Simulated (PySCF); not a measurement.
# Continuum solvent and chemical shifts

Numbering as in the mapped SMILES `[Cl:1][c:2]1[cH:3][n:4][c:5]([Cl:6])[o:7]1`. Hydrogens are named by the atom that carries them.

GIAO PBE0/pcSseg-1 in PySCF on one PBE0-D3(BJ)/def2-SVP conformer, non-relativistic, equivalent nuclei averaged. Solvents enter as an IEF-PCM continuum (chloroform with ε = 4.7, dimethylsulfoxide with ε = 46.8) around the gas-phase geometry. Shifts are referred to TMS computed in the same medium.

In chloroform, δ in ppm: C5 152.7, C2 147.4, C3 132.7, H(C3) 7.18. Dipole moment 1.40 D.

Q: How does each δ change in the more polar medium?

A: 
```
atoms                                         environment  Δδ, dimethylsulfoxide
   C5                    aromatic carbon bearing chlorine                   +0.4
   C2                    aromatic carbon bearing chlorine                   +0.7
   C3                 aromatic CH next to a ring nitrogen                   +0.5
H(C3)  hydrogen on an aromatic CH next to a ring nitrogen                  +0.08
```

Changes are relative to chloroform. The dipole moment becomes 1.51 D in dimethylsulfoxide.

Q: Which nuclei move most (in ppm), and what does the model miss?

A: C2 (aromatic carbon bearing chlorine, +0.7 ppm) in dimethylsulfoxide. A continuum only polarises the solute; specific hydrogen bonds, the anisotropy of aromatic solvents and changes of geometry or conformer are outside it.
